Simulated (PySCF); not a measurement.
# Magnetic susceptibility: SMILES [H]/N=C\C1=C(F)[C@H]1CC#N, C6H5FN2

Geometry (Å), atoms numbered from 1 in this order:
```xyz
14

N    -2.592   -1.986    1.034
C    -2.222   -1.034    0.522
C    -1.728    0.171   -0.099
C    -0.549    0.718    0.699
C     0.591    1.372    0.015
F     0.947    2.457   -0.636
C     0.862    0.174    0.465
C     1.770   -0.923    0.651
N     3.000   -0.934    0.382
H    -1.423   -0.065   -1.123
H    -2.540    0.904   -0.134
H    -0.822    1.039    1.701
H     1.339   -1.829    1.067
H     3.368   -0.064   -0.003
```

Method: GIAO wB97X-D/pcSseg-1 magnetisability, rotational g tensor and spin-rotation constants, non-relativistic, gas phase in PySCF. Geometry: GFN2-xTB.

Q: How diamagnetic is it, and how anisotropic?

A: Isotropic -1044 × 10⁻³⁰ J/T², or -62.9 × 10⁻⁶ cm³/mol; principal values -1188, -1039, -905 × 10⁻³⁰ J/T², anisotropy 245 × 10⁻³⁰ J/T² (root of half the summed squared differences of the principal values). The susceptibility is in cgs units.

Q: Split it along the inertial axes a, b, c into diamagnetic and paramagnetic parts about the centre of mass, with the quadrupole moment.

A: 
```csv
axis,χ (10⁻⁶ cm³/mol),diamagnetic (10⁻⁶ cm³/mol),paramagnetic (10⁻⁶ cm³/mol),summed x² of all electrons (Å²),quadrupole Θ (D Å)
a,-56.6,-622.1,565.5,243.8,-11.11
b,-62.3,-1114.3,1052.0,127.8,-0.81
c,-69.8,-1576.2,1506.4,18.9,+11.92
```
Anisotropies 2χaa − χbb − χcc = +18.8 and 2χbb − χaa − χcc = +1.8 × 10⁻⁶ cm³/mol. Θ is traceless in Buckingham's convention.

Q: And the rotational g tensor?

A: 
| axis | rotational constant (GHz) | g | nuclear part | electronic part |
| --- | --- | --- | --- | --- |
| a | 2.1568 | -0.0394 | 0.5336 | -0.5730 |
| b | 1.0945 | -0.0202 | 0.5208 | -0.5410 |
| c | 0.7527 | -0.0139 | 0.5188 | -0.5327 |

Asymmetric top; isotopes 12C, 19F, 1H, 14N; no vibrational averaging.
